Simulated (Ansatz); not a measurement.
Task: Predict a relaxed structure of diphenyl sulfone, `O=S(=O)(c1ccccc1)c1ccccc1`, charge 0, singlet, at r2SCAN-D4/def2-SVP (Ansatz).

Result: 
```xyz
25

O    -2.1392   -1.1708    1.3477
S    -1.7192   -0.1892    0.3374
O    -2.6818    0.6404   -0.4015
C    -0.5530    0.9263    1.1305
C    -0.3988    2.2188    0.6227
C     0.5027    3.0831    1.2486
C     1.2251    2.6532    2.3671
C     1.0450    1.3612    2.8734
C     0.1464    0.4868    2.2576
C    -0.7280   -1.0673   -0.8791
C    -0.1280   -2.2766   -0.5192
C     0.6338   -2.9579   -1.4716
C     0.7785   -2.4327   -2.7603
C     0.1556   -1.2292   -3.1091
C    -0.6093   -0.5379   -2.1668
H    -0.9951    2.5359   -0.2370
H     0.6353    4.0995    0.8674
H     1.9279    3.3348    2.8549
H     1.6001    1.0361    3.7579
H    -0.0329   -0.5187    2.6473
H    -0.2790   -2.6758    0.4873
H     1.1091   -3.9074   -1.2095
H     1.3740   -2.9715   -3.5030
H     0.2585   -0.8319   -4.1229
H    -1.1277    0.3909   -2.4196
```
 This is one stationary point.
